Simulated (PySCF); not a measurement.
## Distorted geometries of Dy(OH)3

Dy(OH)3 (singlet in the valence; each metal's 4f electrons, 9 of them, lie in its core potential, out of spins and levels). PySCF 2.14.0, RKS PBE, Dy lcecp-1-SVP with ECP55, O def2-SVP, H def2-SVP; non-relativistic Hamiltonian with scalar-relativistic core potentials where named; density fitting; no spin-orbit coupling. Relaxed geometry:

```xyz
7

Dy    0.0000    0.0000    0.0316
O     2.0530    0.0000    0.1241
H     3.0159    0.0000    0.2039
O    -1.0265    1.7780    0.1241
H    -1.5080    2.6118    0.2039
O    -1.0265   -1.7780    0.1241
H    -1.5079   -2.6118    0.2039
```

**Question.** Order these distorted geometries by energy above the relaxed one, lowest first.
A.
```xyz
7

Dy    0.2193   -0.0155    0.0884
O     2.1361    0.0610    0.4365
H     2.9024    0.1919    0.0129
O    -0.9814    1.7205   -0.0562
H    -1.6451    2.3894    0.1027
O    -1.0029   -1.7703    0.1567
H    -1.6283   -2.5770    0.2745
```
B.
```xyz
7

Dy   -0.0931   -0.0584   -0.0554
O     2.0816    0.0060   -0.0005
H     3.1472   -0.1158    0.2027
O    -1.1240    1.7417    0.1016
H    -1.5938    2.8630    0.3098
O    -1.0883   -1.8647    0.2242
H    -1.3295   -2.5719    0.2331
```
C.
```xyz
7

Dy    0.0197    0.0817   -0.0130
O     2.0518    0.0099    0.1538
H     2.9965    0.0532    0.1744
O    -0.9607    1.7201    0.1336
H    -1.5671    2.5918    0.1605
O    -0.9524   -1.8468    0.1294
H    -1.5877   -2.6100    0.2767
```

**Answer.** C (0.58 eV), A (0.82 eV), B (3.73 eV).

**Question.** Which forces (eV/Å) act in the one that lies 3.73 eV up?

**Answer.** 
```
Dy    1.35   0.32   0.31
O     2.26  -0.55   0.73
H    -4.20   0.46  -0.81
O    -1.93   4.67   0.91
H     2.25  -5.38  -0.99
O     8.82  25.12  -0.64
H    -8.55 -24.64   0.49
```
Forces carry noise of the integration grid, about 0.01 to 0.03 eV/Å.

An lcecp potential fixes the number of 4f electrons, so in runs with it no electron can move into or out of that shell.
